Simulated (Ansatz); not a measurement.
Correlation energies of C2H8AlNO by basis set

```xyz
13

N     2.107    0.965    0.517
C     1.389    0.049   -0.375
Al   -0.542    0.398   -0.254
C    -1.880   -1.005   -0.446
O    -1.452   -0.808    0.998
H     3.111    0.852    0.444
H     1.905    1.930    0.289
H     1.749    0.054   -1.417
H     1.540   -0.977   -0.016
H    -1.106    1.874   -0.050
H    -2.937   -0.765   -0.546
H    -1.698   -2.050   -0.687
H    -2.187   -0.516    1.544
```

Charge 0, multiplicity 1. The bonds changed during the relaxation, so this is another structure than the one it started from. All single points use the PBE0-D4/def2-TZVP geometry. It is one conformer, not always the lowest. Frozen core, restricted reference, Ansatz 0.2.0. CBS rows extrapolate triple and quadruple zeta; past MP2 they add the triple-zeta difference.

```
     basis     HF (Eh)  MP2 corr.
def2-TZVPP  -451.68416   -0.88861
def2-QZVPP  -451.70166   -0.95189
```

(1) Estimate the CCSD correlation energy and the (T) correction in each basis where they were run (hartree).

## Answers

(1) 
```
     basis  CCSD corr.       (T)
def2-TZVPP    -0.93197  -0.03521
 CBS(def2)    -1.04213     as TZ
```
